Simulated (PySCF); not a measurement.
**Relaxation of singlet SnSF₂**

These are results of PBE0 in PySCF with Sn def2-TZVP with ECP28, S def2-TZVP, F def2-TZVP; scalar-relativistic core potentials, no spin–orbit coupling; density-fitted integrals, not measurements. A (50,194) grid was used.

A hand-made trigonal planar start, of C2v symmetry, held to at least that symmetry:

```xyz
4
charge 0 multiplicity 1, angstrom
Sn    0.0865    0.1499    0.0000
S    -1.0335   -1.7900    0.0000
F     2.1265    0.1499    0.0000
F    -0.9335    1.9166    0.0000
```

Optimiser trace:
```csv
step,E − E(last) (kJ/mol),largest gradient (Eh/bohr)
0,70.66,0.04847
1,16.14,0.01377
2,1.00,0.00290
3,0.12,0.00376
4,0.02,0.00186
5,0.00,0.00009
6,0.00,0.00001
```

It ends at C2v with Sn–F 1.894 Å (×2), Sn–S 2.185 Å; F–Sn–F 96.4°, F–Sn–S 131.8° (×2) (after a last refinement on a finer grid). The frequency run here used a shortcut that can spoil soft modes, so no verdict on minimum or saddle point is given.

Final geometry:
Coordinates in bohr (charge 0 multiplicity 1):
```
Sn    0.1081    0.1872    0.0000
S    -1.9567   -3.3890    0.0000
F     3.6109    0.9204    0.0000
F    -1.0083    3.5873    0.0000
```
